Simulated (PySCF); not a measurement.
# Correlation energy of S+ (sulfur, charge +1)

[Ne] 3s1 3p3 3d1, high-spin 6D determinant (an excited configuration). Computed with PySCF 2.14 in aug-cc-pV(D+d)Z (5s4p3d, 32 functions), with the non-relativistic Hamiltonian (point nucleus). Frozen: [Ne]; 5 electrons correlated.

```csv
level,correlation energy (mhartree)
CCSD,-23.72
(T),-0.10
CCSD(T),-23.82
CCSDT,-23.86
```

Diagnostics: T1 = 0.0026, D1 = 0.0079, largest double amplitude 0.040.

The outer electron is Rydberg-like, and this basis confines it to a smaller radius and binds it less than a complete one would.

Cost of the coupled-cluster step: roughly 0.09 core-seconds, for 5 correlated electrons.
